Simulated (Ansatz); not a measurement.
Born–Oppenheimer molecular dynamics of C₂H₇FOSi₂ (13 atoms, charge 0, multiplicity 1). It starts at the highest image of a converged band. Of that band: The profile has 2 maxima (images 1, 5) with wells between them (image 3): this band takes more than one step, which may be the mechanism or a detour left from its start path. Neighbouring images differ by up to 1.6 eV, so the band resolves the path poorly. A vibrational analysis at the climbing image gives one clearly imaginary mode, 105i cm⁻¹: a first-order saddle point.

The calculation used RKS B3LYP/def2-SVP in Ansatz 0.2.0.

```
ensemble                      : NVE (velocity Verlet)
time step                     : 0.5 fs
steps asked                   : 200
starting velocities drawn for : 100 K
seed                          : 3825
```

Frames 5 fs apart, positions in Å, forces in eV/Å.

Velocities at 10.0 fs (Å/ps):

```
O 0.71 0.60 -2.30
C -0.71 -3.81 -0.74
Si -0.76 1.33 0.01
C 0.49 1.43 0.91
Si 0.39 -0.25 2.13
F 0.49 -1.20 -1.93
H 1.51 -5.06 -0.55
H 2.93 6.78 2.41
H -7.13 6.16 4.80
H -0.93 5.85 -0.17
H 0.59 3.03 3.87
H 0.44 -4.33 -0.27
H -4.81 -0.92 0.91
```

```xyz
13
Properties=species:S:1:pos:R:3:forces:R:3 time_fs=10.0 energy_less_start_eV=0.094 T=34
O -0.139 -1.906 -1.168 0.08 0.38 0.39
C -0.011 -0.804 -0.410 0.17 -0.40 -0.06
Si 1.016 -1.004 1.185 -0.43 0.06 0.41
C -0.505 0.472 -0.889 -0.20 0.32 0.20
Si -0.502 1.702 0.639 0.51 0.17 -0.21
F 0.580 2.930 0.293 -0.64 -0.30 0.16
H -0.678 -1.695 -1.945 -0.05 -0.02 -0.23
H 1.912 -2.189 1.010 0.12 0.04 -0.23
H 0.268 -1.352 2.463 0.26 0.30 -0.39
H 1.723 0.332 1.216 -0.07 -0.39 0.13
H -1.613 0.611 -0.809 -0.10 -0.19 -0.09
H -0.281 0.695 -1.954 0.06 -0.12 -0.03
H -1.933 2.244 0.526 0.30 0.16 -0.06
13
Properties=species:S:1:pos:R:3:forces:R:3 time_fs=15.0 energy_less_start_eV=0.063 T=56
O -0.135 -1.902 -1.177 -0.17 -0.15 -0.19
C -0.014 -0.824 -0.414 0.01 0.70 0.02
Si 1.010 -0.998 1.187 -0.24 -0.11 0.00
C -0.504 0.480 -0.882 -0.17 -0.44 0.21
Si -0.498 1.701 0.648 0.47 0.13 -0.24
F 0.578 2.923 0.284 -0.51 -0.17 0.17
H -0.675 -1.716 -1.972 0.21 0.05 0.21
H 1.940 -2.156 0.998 0.02 -0.02 -0.12
H 0.265 -1.290 2.441 0.05 0.03 0.03
H 1.710 0.316 1.228 0.09 -0.03 0.06
H -1.617 0.604 -0.803 0.03 -0.18 -0.14
H -0.275 0.664 -1.956 -0.01 0.03 0.06
H -1.918 2.257 0.525 0.21 0.17 -0.05
13
Properties=species:S:1:pos:R:3:forces:R:3 time_fs=20.0 energy_less_start_eV=0.063 T=56
O -0.132 -1.900 -1.187 0.19 -0.38 0.26
C -0.016 -0.831 -0.418 0.05 0.85 0.15
Si 1.002 -0.992 1.188 0.15 -0.30 -0.49
C -0.507 0.479 -0.871 -0.15 -0.68 0.01
Si -0.490 1.702 0.656 0.38 -0.09 -0.24
F 0.571 2.913 0.278 -0.10 0.07 0.11
H -0.646 -1.721 -1.986 -0.12 0.21 -0.23
H 1.969 -2.126 0.957 -0.19 0.00 0.05
H 0.273 -1.223 2.430 -0.18 -0.27 0.46
H 1.718 0.295 1.254 0.18 0.30 -0.04
H -1.621 0.556 -0.826 -0.04 -0.05 -0.03
H -0.270 0.640 -1.947 0.01 0.15 0.02
H -1.860 2.311 0.512 -0.18 0.17 -0.03
13
Properties=species:S:1:pos:R:3:forces:R:3 time_fs=25.0 energy_less_start_eV=0.071 T=50
O -0.127 -1.902 -1.194 -0.04 0.27 0.01
C -0.016 -0.822 -0.419 0.25 -0.12 0.12
Si 0.996 -0.987 1.187 -0.02 0.28 0.45
C -0.513 0.467 -0.861 -0.40 -0.06 -0.31
Si -0.480 1.702 0.662 -0.41 -0.08 -0.25
F 0.562 2.904 0.273 0.39 0.33 -0.01
H -0.620 -1.688 -2.015 0.17 -0.01 0.27
H 1.960 -2.101 0.925 -0.10 -0.19 0.11
H 0.258 -1.209 2.493 0.34 -0.16 -0.45
H 1.754 0.322 1.269 -0.24 -0.29 -0.12
H -1.631 0.497 -0.855 0.01 0.10 0.10
H -0.261 0.649 -1.932 0.04 0.09 0.03
H -1.830 2.397 0.493 0.02 -0.16 0.06
13
Properties=species:S:1:pos:R:3:forces:R:3 time_fs=30.0 energy_less_start_eV=0.076 T=46
O -0.122 -1.901 -1.200 0.29 0.54 0.55
C -0.012 -0.816 -0.417 0.26 -0.83 0.07
Si 0.989 -0.982 1.189 0.12 -0.14 0.05
C -0.526 0.453 -0.856 -0.32 0.59 -0.33
Si -0.472 1.701 0.665 -0.77 -0.13 -0.24
F 0.557 2.899 0.267 0.69 0.45 -0.09
H -0.577 -1.648 -2.019 -0.13 -0.03 -0.19
H 1.925 -2.116 0.916 -0.03 -0.16 0.07
H 0.304 -1.236 2.481 0.00 -0.13 0.00
H 1.747 0.302 1.258 -0.05 0.05 -0.10
H -1.641 0.462 -0.862 -0.04 0.16 0.11
H -0.245 0.679 -1.911 -0.03 -0.04 -0.01
H -1.800 2.448 0.488 0.01 -0.33 0.11
13
Properties=species:S:1:pos:R:3:forces:R:3 time_fs=35.0 energy_less_start_eV=0.073 T=49
O -0.114 -1.892 -1.200 0.16 0.25 -0.01
C -0.004 -0.824 -0.414 -0.16 -0.11 -0.06
Si 0.984 -0.977 1.191 0.32 -0.77 -0.27
C -0.546 0.450 -0.857 0.07 0.44 0.10
Si -0.471 1.699 0.666 -0.34 -0.29 -0.25
F 0.562 2.900 0.261 0.59 0.31 -0.05
H -0.547 -1.623 -2.035 0.02 -0.15 0.15
H 1.882 -2.163 0.923 -0.04 0.12 0.01
H 0.351 -1.292 2.471 -0.28 0.00 0.40
H 1.730 0.293 1.225 0.17 0.30 -0.02
H -1.659 0.461 -0.844 -0.01 0.07 0.02
H -0.237 0.702 -1.895 -0.13 -0.08 -0.09
H -1.776 2.430 0.507 -0.35 -0.09 0.09
13
Properties=species:S:1:pos:R:3:forces:R:3 time_fs=40.0 energy_less_start_eV=0.076 T=47
O -0.102 -1.880 -1.198 0.25 -0.51 -0.18
C 0.002 -0.833 -0.412 -0.52 1.04 -0.03
Si 0.981 -0.979 1.191 0.13 -0.42 0.60
C -0.564 0.455 -0.856 0.35 -0.02 0.30
Si -0.472 1.695 0.666 -0.18 0.02 -0.30
F 0.573 2.904 0.254 0.13 0.00 0.06
H -0.524 -1.625 -2.038 -0.11 -0.02 -0.02
H 1.834 -2.189 0.931 0.14 0.08 -0.06
H 0.347 -1.342 2.526 0.12 0.37 -0.44
H 1.738 0.331 1.186 -0.15 -0.36 0.05
H -1.678 0.478 -0.822 0.05 -0.03 -0.03
H -0.261 0.707 -1.898 -0.17 -0.08 -0.02
H -1.820 2.385 0.548 -0.05 -0.06 0.07
13
Properties=species:S:1:pos:R:3:forces:R:3 time_fs=45.0 energy_less_start_eV=0.051 T=65
O -0.087 -1.875 -1.200 0.16 -0.42 -0.17
C -0.003 -0.824 -0.411 -0.45 0.87 -0.03
Si 0.979 -0.984 1.196 0.06 -0.40 -0.01
C -0.576 0.460 -0.851 0.29 -0.20 0.13
Si -0.475 1.691 0.662 -0.05 0.36 -0.19
F 0.586 2.909 0.248 -0.35 -0.28 0.15
H -0.522 -1.636 -2.038 -0.07 0.00 0.00
H 1.818 -2.195 0.928 0.19 0.00 -0.05
H 0.358 -1.315 2.506 -0.10 0.22 0.04
H 1.723 0.308 1.160 0.07 -0.03 0.10
H -1.689 0.488 -0.804 -0.03 -0.06 0.06
H -0.320 0.693 -1.908 -0.04 -0.03 -0.02
H -1.876 2.325 0.603 0.31 -0.01 -0.01
13
Properties=species:S:1:pos:R:3:forces:R:3 time_fs=50.0 energy_less_start_eV=0.051 T=64
O -0.070 -1.875 -1.204 -0.09 0.33 0.04
C -0.015 -0.800 -0.410 0.10 -0.45 -0.03
Si 0.978 -0.993 1.200 0.13 -0.38 -0.63
C -0.583 0.462 -0.843 -0.22 0.03 -0.31
Si -0.479 1.689 0.657 0.58 0.33 0.01
F 0.594 2.910 0.244 -0.63 -0.39 0.17
H -0.535 -1.649 -2.033 0.06 -0.07 0.13
H 1.841 -2.197 0.914 -0.05 0.10 0.08
H 0.345 -1.238 2.496 -0.22 -0.06 0.39
H 1.725 0.278 1.156 0.24 0.27 0.09
H -1.700 0.485 -0.771 0.06 0.01 0.12
H -0.389 0.671 -1.921 0.06 0.01 0.05
H -1.874 2.268 0.656 -0.03 0.27 -0.11
13
Properties=species:S:1:pos:R:3:forces:R:3 time_fs=55.0 energy_less_start_eV=0.078 T=45
O -0.053 -1.871 -1.206 -0.04 0.50 0.48
C -0.026 -0.783 -0.410 0.57 -1.10 0.06
Si 0.977 -1.004 1.200 -0.07 0.56 0.14
C -0.593 0.464 -0.840 -0.40 0.06 -0.33
Si -0.477 1.691 0.653 0.64 0.34 0.22
F 0.595 2.906 0.242 -0.59 -0.28 0.11
H -0.543 -1.673 -2.018 -0.08 0.03 -0.20
H 1.858 -2.183 0.919 -0.09 -0.09 0.13
H 0.296 -1.170 2.547 0.29 -0.13 -0.50
H 1.771 0.290 1.174 -0.18 -0.32 0.05
H -1.704 0.485 -0.713 -0.06 0.08 0.03
H -0.445 0.654 -1.926 0.07 0.07 -0.03
H -1.871 2.269 0.683 -0.05 0.28 -0.15
13
Properties=species:S:1:pos:R:3:forces:R:3 time_fs=60.0 energy_less_start_eV=0.052 T=64
O -0.038 -1.860 -1.203 -0.29 0.08 -0.16
C -0.027 -0.786 -0.410 0.35 -0.33 -0.05
Si 0.976 -1.012 1.201 0.03 0.55 -0.17
C -0.611 0.467 -0.844 -0.26 -0.36 -0.02
Si -0.471 1.696 0.650 0.02 0.38 0.43
F 0.589 2.899 0.242 -0.23 0.04 -0.03
H -0.554 -1.694 -2.019 0.18 0.04 0.23
H 1.856 -2.190 0.953 -0.07 -0.21 0.05
H 0.296 -1.135 2.511 -0.02 -0.28 0.04
H 1.786 0.248 1.202 -0.02 0.00 -0.03
H -1.714 0.501 -0.650 0.03 0.04 -0.17
H -0.487 0.652 -1.934 -0.01 0.04 0.03
H -1.873 2.329 0.674 0.29 0.00 -0.16
13
Properties=species:S:1:pos:R:3:forces:R:3 time_fs=65.0 energy_less_start_eV=0.050 T=65
O -0.026 -1.848 -1.201 0.09 -0.67 -0.06
C -0.021 -0.795 -0.410 -0.10 0.70 -0.09
Si 0.976 -1.015 1.200 0.15 -0.07 -0.25
C -0.634 0.463 -0.848 0.18 -0.60 0.32
Si -0.464 1.703 0.651 -0.21 0.03 0.46
F 0.580 2.892 0.241 0.31 0.43 -0.18
H -0.547 -1.700 -2.002 -0.15 0.17 -0.26
H 1.834 -2.238 0.998 -0.18 0.06 -0.06
H 0.293 -1.162 2.483 -0.25 -0.22 0.38
H 1.800 0.207 1.225 0.20 0.32 -0.06
H -1.724 0.526 -0.621 -0.07 -0.08 -0.16
H -0.529 0.660 -1.937 0.02 -0.04 0.02
H -1.821 2.396 0.629 -0.01 -0.04 -0.07
```

Of the whole run (100 fs, mean temperature of the second half 68 K): The conserved energy stayed within 0.025 meV per atom of its start (net change 0.02 meV per atom), so the integration is sound. A run of 0.1 ps of so small a system gives no equilibrium averages. The orbitals stay closed-shell, which can raise the energy where a bond breaks towards radicals; this wasn't checked here.

The run took 4.6 min on 2 threads of AMD EPYC 9R45 96-Core Processor (Zen 5), with other jobs on the host, peak memory 0.33 GiB.
